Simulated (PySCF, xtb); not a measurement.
CH₇GeNO, SMILES C[NH][GeH2][OH].

GFN2-xTB in xtb at its own geometry gives an orbital gap of 7.01 eV and a dipole moment of 2.19 D.

The structure is a stationary point at ωB97X-D3(BJ)/def2-SVP. The structure was generated by enumeration, and PubChem lists no compound with its InChIKey, so it may never have been made. Other conformers were not sampled.

Question: What does PBE/def2-TZVP (PySCF) give? (Estimate from the structure and the level; the computed values follow.)

Answer: gap 5.09 eV (levels -5.37 and -0.28 eV), dipole 2.00 D.
